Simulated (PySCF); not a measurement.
Compound: C5H5O3 (doublet state).
Geometry (GFN2-xTB, Å), atoms numbered from 1 in this order:
```xyz
13
C5H5O3 angstrom
O      1.3984   -0.0460   -1.6723
C      1.4479    0.0788   -0.4828
O      2.4823   -0.3155    0.2682
C      0.3027    0.5854    0.4088
C     -0.4651   -0.6472    0.7709
C     -1.6878   -0.5474    0.1374
C     -1.7368    0.6697   -0.5025
O     -0.5991    1.3876   -0.3217
H      3.1673   -0.7229   -0.2866
H      0.7288    1.1506    1.2474
H     -0.0632   -1.4489    1.3525
H     -2.4754   -1.2739    0.1533
H     -2.5044    1.1303   -1.0904
```

The hyperfine couplings belong to this conformer and change with its torsions.

Identity: `O=C(O)[C@@H]1[CH]C=CO1` [radical].

Computed, not measured: PySCF, UKS B3LYP, pcH-1 on C H O, non-relativistic, mean-field spin-orbit, GIAO. Isolated species at its GFN2-xTB geometry (one conformer only). A GFN2-xTB geometry isn't a minimum of the functional, and hyperfine couplings can be far from their values at a DFT geometry. No stability test was run, so a lower SCF solution isn't excluded.

(1) Break the g tensor into its mass correction, gauge correction and orbital-Zeeman/spin–orbit terms.

(2) Average each term over the three axes. Which is largest in size?

(3) At 9.44 GHz, how far is the centre of the isotropic spectrum from where a free electron (g = 2.002319) resonates?

(4) What are the electron Larmor frequencies g μB B/h along the three axes at 330 mT?

(5) In a frozen sample, at which fields do the three g values resonate at 9.5, 34, 94 and 263 GHz (hyperfine left aside), and which band first spreads them over more than twice a line width of 1.0 mT?

Results:

(1) 
```csv
Δg (ppm),1,2,3
relativistic mass correction,-185,-185,-185
gauge correction,-4,46,36
orbital Zeeman/spin–orbit,195,1335,1825
total,6,1196,1676
```

So g = 2.00233, 2.00352, 2.00400 and g_iso = 2.00328; the tensor is rhombic: the two nearest values differ by 29 % of g3 − g1. Axes: g2 points within 4° of the C6–H12 bond and g3 points within 13° of the C7–H13 bond.

(2) The orbital-Zeeman/spin–orbit term 1118, the mass correction -185 and the gauge correction 26 ppm, for a total of 959 ppm. The orbital-Zeeman/spin–orbit term is the largest in size. The mass correction is the same along every axis, so the anisotropy comes from the other two: their spans along these axes are 50 (gauge) and 1630 ppm (orbital Zeeman/spin–orbit).

(3) B = hν/(g μB) with μB/h = 13.99624 MHz/mT gives 336.84 mT for the free electron and 336.68 mT at g_iso, 0.16 mT lower.

(4) 9.2483, 9.2538, 9.2560 GHz for g1, g2 and g3, a range of 7.7 MHz.

(5) 
| band | GHz | B(g3) mT | B(g2) mT | B(g1) mT | spread mT |
| --- | --- | --- | --- | --- | --- |
| X | 9.5 | 338.70 | 338.78 | 338.98 | 0.28 |
| Q | 34.0 | 1212.19 | 1212.48 | 1213.20 | 1.01 |
| W | 94.0 | 3351.35 | 3352.15 | 3354.14 | 2.79 |
| J | 263.0 | 9376.65 | 9378.89 | 9384.46 | 7.82 |

The spread grows in proportion to the frequency. W band is the first where it exceeds 2.0 mT.

The Mulliken spin populations are largest on C5 (+0.60), C7 (+0.52), C6 (-0.20) and O8 (+0.09). The angles at C5 add up to 359.9°, so it is planar.

The HOMO–LUMO gaps are 4.48 eV among the α and 5.77 eV among the β orbitals.
